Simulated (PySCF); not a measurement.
CuF2, SMILES [F][Cu+][F] (connectivity only; charge and spin as stated), charge +1, multiplicity 3. Atoms are numbered in the order given.

```xyz
3

Cu     0.0000     0.0000     0.0000
F      0.0000     0.0000    -1.6996
F      0.0000     0.0000     1.6996
```
Charge +1, spin multiplicity 3.

The structure is a stationary point at PBE0-D3(BJ)/def2-TZVP. The multiplicity is an assumed one; other spin states were not compared.

All values below come from r2SCAN/def2-TZVPD (PySCF).

Mulliken values depend strongly on the basis, most of all with diffuse functions as here. ESP charges are fitted to the potential on shells at 1.4 to 2.0 van der Waals radii. Atomic charges (e):

```json
[
 {"atom": "Cu1", "ESP fit": "1.09", "Mulliken": "1.38", "meta-Löwdin": "[?]", "Mulliken spin": "0.83"},
 {"atom": "F2", "ESP fit": "-0.04", "Mulliken": "-0.19", "meta-Löwdin": "[?]", "Mulliken spin": "0.59"},
 {"atom": "F3", "ESP fit": "-0.04", "Mulliken": "-0.19", "meta-Löwdin": "[?]", "Mulliken spin": "0.59"}
]
```

Question: Some entries are withheld; supply them. (Estimate from the structure and the level; the computed values follow.)

Answer: 
- Cu1, meta-Löwdin: 1.55
- F2, meta-Löwdin: -0.27
- F3, meta-Löwdin: -0.27
